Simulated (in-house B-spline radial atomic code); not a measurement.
Configurations of neutral germanium, with energies counted from [Ar] 3d10 4s2 (4p1/2)2. Level of theory: Dirac-Hartree-Fock, average of each configuration as written, Fermi nucleus of rms radius 4.0742 fm; calculated with an all-electron radial atomic-structure program (B-spline basis). Energies include first-order Breit, QED and recoil terms.

Occupations are held fixed; configurations that lie above the ionisation limit could autoionise.

```tsv
configuration	E - E(ref) (eV)	highest orbital	its <r> (bohr)
[Ar] 3d10 4s2 (4p1/2)1 (4d5/2)1	5.0478	4d5/2	9.922
[Ar] 3d10 4s2 (4p1/2)1 (6d3/2)1	6.0369	6d3/2	32.67
[Ar] 3d10 4s2 (4p3/2)1 (5g9/2)1	6.2773	5g9/2	27.5
[Ar] 3d10 4s1 (4p1/2)2 (4f7/2)1	13.814	4f7/2	17.97
[Ar] 3d10 4s1 (4p1/2)2 (6d5/2)1	14.103	6d5/2	33.17
[Ne] 3s2 (3p1/2)2 (3p3/2)3 3d10 4s2 (4p1/2)2 6s1	130.91	6s1/2	14.75
```

Problem. Order these further configurations by energy, lowest first.
A. [Ar] (3d3/2)3 (3d5/2)6 4s2 (4p3/2)2 6s1
B. [Ar] 3d10 4s2 (4p1/2)1 (4p3/2)1
C. [Ar] 3d10 4s1 (4p3/2)2 (8d5/2)1
D. [Ar] 3d10 4s2 (4p3/2)2
E. [Ar] 3d10 4s2 (4p3/2)1 (4f5/2)1

Solution. B (-0.26712 eV), D (0.043025 eV), E (5.9707 eV), C (14.478 eV), A (35.385 eV).

Problem. How far above the reference does [Ar] (3d3/2)4 (3d5/2)5 4s2 (4p1/2)1 (4p3/2)1 (4f5/2)1 lie?

Solution. 34.965 eV; its least bound orbital is 4f5/2 with <r> = 17.97 bohr.

Problem. Is the reference the lowest configuration at this level of theory?

Solution. No: [Ar] 3d10 4s2 (4p1/2)1 (4p3/2)1 lies 0.2671 eV lower. Averages of configurations without correlation can order differently from the measured ground levels.
